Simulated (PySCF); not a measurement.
Species: C6H7Cl.
SMILES with atom numbers: `[CH:1]#[C:2][CH2:3][C:4](=[CH2:5])[CH2:6][Cl:7]` (hydrogens: H8 on C1; H9, H10 on C3; H11, H12 on C5; H13, H14 on C6)

All values: CAM-B3LYP/def2-SVPD (PySCF, non-relativistic), on one gas-phase PBE0-D3(BJ)/def2-SVP geometry that isn't relaxed in the solvent. The solvent is an IEF-PCM continuum (cavity from Bondi-type radii × 1.2), and excitations are vertical TDDFT with non-equilibrium linear response and a frozen core. Specific hydrogen bonds and non-electrostatic terms are outside this model.

Gas-phase singlets (H = HOMO, L = LUMO):

```csv
state,E (eV),λ (nm),f,leading configuration
S1,6.364,195,0.000,H-1→L 34%
S2,6.625,187,0.041,H→L 30%
S3,6.789,183,0.006,H-2→L+4 24%
S4,6.848,181,0.000,H-3→L 67%
S5,6.904,180,0.074,H-4→L 32%
```

Q: How does the list change in benzene (ε = 2.271)?

A: 
```tsv
state	E (eV)	λ (nm)	f	leading configuration	change by rank (eV)
S1	6.405	194	0.000	H-1→L 32%	+0.041
S2	6.624	187	0.162	H→L 44%	-0.001
S3	6.796	182	0.117	H-2→L+4 17%	+0.007
S4	6.838	181	0.237	H→L 28%	-0.010
S5	6.910	179	0.005	H-3→L 57%	+0.006
```

Q: How does the list change in dichloromethane (ε = 8.93)?

A: 
```csv
state,E (eV),λ (nm),f,leading configuration,change by rank (eV)
S1,6.449,192,0.000,H-1→L 30%,+0.085
S2,6.657,186,0.181,H→L 44%,+0.032
S3,6.821,182,0.183,H→L 25%,+0.032
S4,6.854,181,0.145,H-2→L+4 23%,+0.006
S5,6.970,178,0.004,H-3→L 51%,+0.066
```

Q: How do the frontier levels move from gas to dichloromethane?

A: 
| orbital | gas (eV) | solvent (eV) | change (eV) | Löwdin shares, gas | Löwdin shares, solvent |
| --- | --- | --- | --- | --- | --- |
| LUMO+2 | 1.59 | 1.62 | +0.03 | Cl7 42 %, C6 10 %, C3 8 %, H10 6 % | Cl7 49 %, C6 9 %, H14 6 %, H10 6 % |
| LUMO+1 | 1.20 | 1.33 | +0.13 | C5 19 %, C1 12 %, Cl7 9 %, C6 8 % | C1 18 %, C5 14 %, C2 12 %, Cl7 12 % |
| LUMO | 0.45 | 0.56 | +0.11 | C5 26 %, C4 23 %, Cl7 18 %, C6 9 % | C5 25 %, Cl7 22 %, C4 21 %, C6 10 % |
| HOMO | -9.20 | -9.09 | +0.11 | C5 28 %, C4 27 %, C2 12 %, C1 12 % | C5 33 %, C4 32 %, C2 6 %, Cl7 6 % |
| HOMO-1 | -9.28 | -9.30 | -0.02 | C1 40 %, C2 38 %, C3 8 % | C1 40 %, C2 37 %, C3 8 % |
| HOMO-2 | -9.45 | -9.42 | +0.03 | C1 28 %, C2 27 %, C4 11 %, C5 10 % | C1 34 %, C2 32 %, C3 8 %, C4 7 % |
| HOMO-3 | -9.95 | -10.05 | -0.10 | Cl7 77 %, C6 12 %, H14 4 % | Cl7 75 %, C6 13 %, H14 4 % |

The HOMO–LUMO gap goes from 9.66 to 9.64 eV.

Shape of the structure used: `[CH:1]#[C:2][CH2:3][C:4](=[CH2:5])[CH2:6][Cl:7]`: C2–C3–C4–C5 118°, C3–C4–C6–Cl7 -63°.
